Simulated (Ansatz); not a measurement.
Reaction (formal exchange of groups at the Se–B bond): `CB(O)[SeH]` + `N=C[SiH3]` → `N=C([SiH3])[SeH]` + `CBO`

Isolated molecules relaxed with PBE0-D4/def2-TZVP in Ansatz; ΔE leaves out vibrations. CCSD(T)/CBS adds triple-zeta CCSD(T) − MP2 to the extrapolated MP2 energy (def2 sets, frozen cores). DFT in def2-TZVPP. For Se outer-core shells are correlated without core-valence functions, which leaves a few kJ/mol of doubt a bond. Scalar relativity is left out up to krypton. One conformer a species, not always the lowest.

CCSD(T)/CBS gives +0.81 eV.

**Question.** Another level gave +0.80 eV. Which?
A. r2SCAN/def2-TZVPP
B. PBE-D4/def2-TZVPP
C. CCSD/def2-TZVPP
D. ωB97X-V/def2-TZVPP

**Answer.** D. ωB97X-V 0.80, r2SCAN 0.75, CCSD/def2-TZVPP 0.84, PBE-D4 0.69 eV.

Largest T1 diagnostic among the species: 0.012.

The D4 term adds −0.03 eV with B3LYP and −0.02 eV with PBE0; it sums over pairs of atoms, weighted by their polarisabilities, and B3LYP, whose exchange is more repulsive, gets the larger term. In def2-TZVPP, CCSD(T) changes the Hartree–Fock value by −0.10 eV (the triples alone add −0.03 eV) and MP2 by −0.13 eV.

B3LYP here is the variant with VWN-RPA as its local correlation; programs differ in this.
